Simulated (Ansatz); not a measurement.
`N[Si](F)(F)Br` + H₂ → `N[SiH](F)Br` + H–F at 400 K and 1 bar (hydrogenolysis of the Si–F bond).

Computed with Ansatz on PBE0-D4/def2-TZVP structures; ΔE is electronic, products minus reactants. CCSD(T)/CBS is the MP2 limit (def2-TZVPP, def2-QZVPP) plus CCSD(T) − MP2 in def2-TZVPP, frozen cores. This one scheme is used for every species. For Br outer-core shells are correlated without core-valence functions, which leaves a few kJ/mol of doubt a bond. Scalar relativity is left out up to krypton. One conformer a species, not always the lowest.

```tsv
species	CCSD(T)/CBS energy (Eh)	H − E (kJ/mol)	S (J/(mol·K))
`N[Si](F)(F)Br`	-3118.12106	119.2	381.3
H₂	-1.17544	38.0	139.0
`N[SiH](F)Br`	-3018.85213	130.3	356.6
H–F	-100.39570	36.5	182.2
```

H − E and S are ideal-gas, rigid-rotor, harmonic terms from PBE0-D4/def2-TZVP, for one conformer and one mirror image of each species. For small species the MP2-based limit differs from directly extrapolated CCSD(T) by up to some mEh (0.8 for H₂); such offsets cancel only in part. 1 Eh = 2625.50 kJ/mol, R = 8.31446 J/(mol·K).

By hand: ΔE, ΔH, ΔS and ΔG.

ΔE = (-3018.85213) + (-100.39570) − (-3118.12106) − (-1.17544) = 0.04867 Eh = 127.8 kJ/mol. Δ(H − E) = 130.3 + 36.5 − 119.2 − 38.0 = 9.6, so ΔH = 137.4 kJ/mol. ΔS = 356.6 + 182.2 − 381.3 − 139.0 = 18.5 J/(mol·K). ΔG = 137.4 − 400 × (18.5)/1000 = 130.0 kJ/mol.

By hand: the equilibrium constant, and the temperature at which ΔG would vanish if ΔH and ΔS stayed fixed.

log₁₀ K = −ΔG/(RT ln 10) = -17.0. ΔG = 0 at ΔH/ΔS = 7427 K, far beyond where these terms or the molecules hold.

ΔH outweighs TΔS. A doubt of 5 kJ/mol in ΔE shifts log₁₀ K by 0.7 here. Other conformers and mirror images would add mixing entropy, several J/(mol·K) or more a flexible species. These are equilibria of isolated gas molecules and say nothing of rates. Largest T1 diagnostic: 0.009 (customary marks: 0.02 for closed shells, 0.045 for open ones).
